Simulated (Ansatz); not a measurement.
GaH$_{4}$InSi. Total charge 0; spin multiplicity 1. In takes the def2 core potential. The bonds changed during the relaxation, so this is another structure than the one it started from.

```xyz
7

Si   -0.710   -0.502   -0.103
Ga    1.006    1.027   -1.477
In    1.329    0.641    1.816
H    -1.975    0.157   -0.556
H    -0.558   -1.745   -0.923
H     1.973    1.453   -0.026
H    -1.065   -1.031    1.269
```

Problem. List the harmonic frequencies (cm⁻¹, unscaled) at PBE0-D4/def2-TZVP in Ansatz. (An estimate is asked.)

Solution. The calculation gave: 67, 120, 139, 140, 203, 291, 324, 810, 869, 918, 934, 1201, 2074, 2160, 2172.

Problem. Is this a minimum?

Solution. Yes, all 15 modes are real.

Problem. Give the ideal-gas thermochemistry at 298.15 K and 1 bar (rigid rotor, harmonic oscillator; point group Cs, symmetry number 1).

Solution. Zero-point energy 74.3 kJ/mol; H(298) − E = 95.9 kJ/mol; entropy 375.3 J/(mol·K), of which translation 175.9, rotation 122.1, vibration 77.3; G(298) − E = -16.0 kJ/mol. Modes under 100 cm⁻¹ are hindered rotations or soft bends, so the harmonic entropy is rough.
